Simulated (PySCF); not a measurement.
Compound: C₄H₁₂Ge₂.
Atom-mapped SMILES: `[CH2:1]=[CH:2][Ge@@H:3]([CH3:4])[CH2:5][GeH3:6]` (hydrogens: H7, H8 on C1; H9 on C2; H10 on Ge3; H11, H12, H13 on C4; H14, H15 on C5; H16, H17, H18 on Ge6)

Cartesian coordinates in Å at the PBE0-D3(BJ)/def2-SVP level; atoms count from 1:
```xyz
18
C4H12Ge2 angstrom
C     -1.316    2.334    0.361
C     -1.161    1.208   -0.343
Ge    -0.509   -0.456    0.418
C     -1.803   -1.895    0.138
C      1.195   -0.943   -0.422
Ge     2.612    0.390   -0.227
H     -1.677    3.262   -0.097
H     -1.086    2.382    1.431
H     -1.408    1.226   -1.414
H     -0.285   -0.211    1.928
H     -2.037   -1.988   -0.933
H     -1.394   -2.855    0.488
H     -2.736   -1.691    0.682
H      1.544   -1.894    0.012
H      1.024   -1.119   -1.496
H      3.920   -0.114   -0.872
H      2.877    0.664    1.268
H      2.205    1.711   -0.906
```

Theory: PySCF 2.14.0, PBE0-D3(BJ)/def2-SVP geometry optimisation, gas phase.

Masses are those of the commonest isotopes; rigid-rotor values at the optimised geometry. The values belong to one conformer with, in the numbering `[CH2:1]=[CH:2][Ge@@H:3]([CH3:4])[CH2:5][GeH3:6]`, C1–C2–Ge3–C4 123°, C2–Ge3–C5–Ge6 59°.

Problem. Give the principal moments of inertia and the rotational constants in MHz.

Solution. Ia = 218.26, Ib = 647.95, Ic = 815.70 u·Å²; 505379 MHz·u·Å²/I gives A = 2316, B = 780.0, C = 619.6 MHz.

Problem. What kind of rotor is it?

Solution. An asymmetric top; Ray's κ = -0.811.

Problem. What does the inertial defect say?

Solution. Not planar: Δ = Ic − Ia − Ib = -50.50 u·Å². For a rigid frame Δ = −2 Σ m c², so Σ m c² = 25.25 u·Å² lies off the ab plane: 14.75 from hydrogen and 10.50 from heavier atoms. The atom farthest from that plane is 1.74 Å away.

Problem. Where do the levels up to J = 3 lie, in K?

Solution. Above 0(0,0), as E/k:
J = 1: 1(0,1) 0.067, 1(1,1) 0.141, 1(1,0) 0.149
J = 2: 2(0,2) 0.201, 2(1,2) 0.267, 2(1,1) 0.291, 2(2,1) 0.512, 2(2,0) 0.512
J = 3: 3(0,3) 0.400, 3(1,3) 0.457, 3(1,2) 0.503, 3(2,2) 0.713, 3(2,1) 0.716, 3(3,1) 1.101, 3(3,0) 1.101
The levels of one J sum to (2J + 1)J(J + 1)(A + B + C)/3.

Problem. Which types of transition are allowed, and where do some lines up to J = 2 fall?

Solution. The dipole components are |μa| = 0.79 D, |μb| = 0.50 D, |μc| = 0.62 D. Intensities carry the squares of the components, which stand as 1.00 : 0.40 : 0.62 (a : b : c). Some lines, for components of 0.1 D or more:

```tsv
type	branch	J(Ka,Kc)	MHz	lower level (cm⁻¹)
a	Q	2(1,1) ← 2(1,2)	481	0.186
b	R	2(0,2) ← 1(1,1)	1252	0.098
c	Q	2(1,2) ← 2(0,2)	1387	0.140
a	R	1(0,1) ← 0(0,0)	1400	0.000
c	Q	1(1,1) ← 1(0,1)	1536	0.047
b	Q	1(1,0) ← 1(0,1)	1696	0.047
b	Q	2(1,1) ← 2(0,2)	1868	0.140
a	R	2(1,2) ← 1(1,1)	2639	0.098
a	R	2(0,2) ← 1(0,1)	2787	0.047
b	R	1(1,1) ← 0(0,0)	2935	0.000
a	R	2(1,1) ← 1(1,0)	2959	0.103
c	R	1(1,0) ← 0(0,0)	3095	0.000
b	R	2(1,2) ← 1(0,1)	4174	0.047
c	Q	2(2,1) ← 2(1,1)	4607	0.202
b	Q	2(2,0) ← 2(1,1)	4619	0.202
c	R	2(1,1) ← 1(0,1)	4655	0.047
b	Q	2(2,1) ← 2(1,2)	5088	0.186
b	R	2(2,1) ← 1(1,0)	7566	0.103
c	R	2(2,0) ← 1(1,0)	7578	0.103
c	R	2(2,1) ← 1(1,1)	7727	0.098
b	R	2(2,0) ← 1(1,1)	7738	0.098
```

Problem. Estimate the classical rotational partition function at 10 K, 50 K and 200 K.

Solution. Point group C1, symmetry number σ = 1; q = (√π/σ)·√((kT/h)³/(ABC)), k/h = 20836.6 MHz/K: 5040 at 10 K, 56300 at 50 K, 451000 at 200 K.

No frequency check. Zero-point vibration and centrifugal distortion are left out. A rigid rotor knows nothing of internal rotation, which can split or shift real lines.

Hardware: one thread, Arm Neoverse V1 (aarch64), on a shared host. Cost: 2.3 min of wall time, 0.82 GiB resident at most. These figures are those of the optimisation.
